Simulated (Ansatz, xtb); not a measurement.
# Relative energy of two structures of FSSeSn

Structure a: a doublet given by its coordinates. Structure b: a doublet given by its coordinates. Both are isolated molecules in the gas phase, relaxed with B3LYP-D3(BJ)/def2-SVP.

a (Å):

```yaml
atoms:
  - { symbol: F, position_ang: [1.3917, 0.6269, 0.9964] }
  - { symbol: S, position_ang: [-1.5903, 0.0966, -0.7657] }
  - { symbol: Se, position_ang: [-0.3511, -1.6221, -1.2341] }
  - { symbol: Sn, position_ang: [0.9807, 0.8308, -0.9204] }
```

Close contacts (Å): F1–Sn4 1.97, S2–Se3 2.17, S2–Sn4 2.68, Se3–Sn4 2.81.

b (Å):

| atom | x (Å) | y (Å) | z (Å) |
| --- | --- | --- | --- |
| F | 0.1021 | 1.4963 | -1.5409 |
| S | 2.5558 | -0.8296 | -1.1733 |
| Se | 3.1855 | 0.6107 | -2.6696 |
| Sn | 0.2519 | -0.0846 | -0.3949 |

Close contacts (Å): F1–Sn4 1.96, S2–Se3 2.17, S2–Sn4 2.54.

Quicker runs give these differences E(b) − E(a): GFN2-xTB +8.5 kcal/mol; HF/STO-3G +13.6 kcal/mol (at GFN2-xTB geometries); r2SCAN-D4/def2-SVP +17.0 kcal/mol (at GFN2-xTB geometries).

Question: Estimate E(b) − E(a) at the level CCSD(T)/def2-SVP + ΔMP2/def2-TZVPP.

Answer: Calculated at CCSD(T)/def2-SVP + ΔMP2/def2-TZVPP: E(b) − E(a) = +16.3 kcal/mol, so structure a lies lower.

Level by level:

| level | geometry | E(b) − E(a) (kcal/mol) | departure from the last row (kcal/mol) | job, with rough time for the two |
| --- | --- | --- | --- | --- |
| GFN2-xTB | GFN2-xTB | +8.5 | −7.8 | optimisation, 0.17 s |
| HF/STO-3G | GFN2-xTB | +13.6 | −2.7 | single point, 17 s |
| r2SCAN-D4/def2-SVP | GFN2-xTB | +17.0 | +0.8 | single point, 6.8 s |
| B3LYP-D3(BJ)/def2-SVP | B3LYP-D3(BJ)/def2-SVP | +14.4 | −1.8 | optimisation, 83 s |
| HF/def2-SVP | B3LYP-D3(BJ)/def2-SVP | +5.8 | −10.5 | part of the CCSD(T) run |
| MP2/def2-SVP | B3LYP-D3(BJ)/def2-SVP | +17.5 | +1.2 | part of the CCSD(T) run |
| CCSD(T)/def2-SVP | B3LYP-D3(BJ)/def2-SVP | +15.0 | −1.3 | single point |
| CCSD(T)/def2-SVP + ΔMP2/def2-TZVPP | B3LYP-D3(BJ)/def2-SVP | +16.3 |  | single point, 98 s |

The levels shown agree on the order. The largest departure from CCSD(T)/def2-SVP + ΔMP2/def2-TZVPP is that of HF/def2-SVP, 10.5 kcal/mol. The last row adds to CCSD(T) the change of the MP2 difference between the two basis sets, here +1.3 kcal/mol.

With harmonic frequencies from B3LYP-D3(BJ)/def2-SVP (ideal gas, rigid rotor, one conformer each, 1000 K, 1 atm): on the last row, ΔE + ΔZPE = +16.2 kcal/mol. A mode under 50 cm⁻¹ makes harmonic enthalpies and free energies unreliable, so none is given.

Open shells are spin-unrestricted. The correlated steps freeze 19 core orbitals; the filled d shell of Se and Sn is correlated, in a basis made for valence electrons. Atoms past krypton carry core potentials in the def2 sets, other sets are all-electron and non-relativistic, and no spin–orbit term is included. Run with Ansatz 0.2.0, xtb 6.7.1; the last row on 2 threads of Arm Neoverse V1 on a shared host.
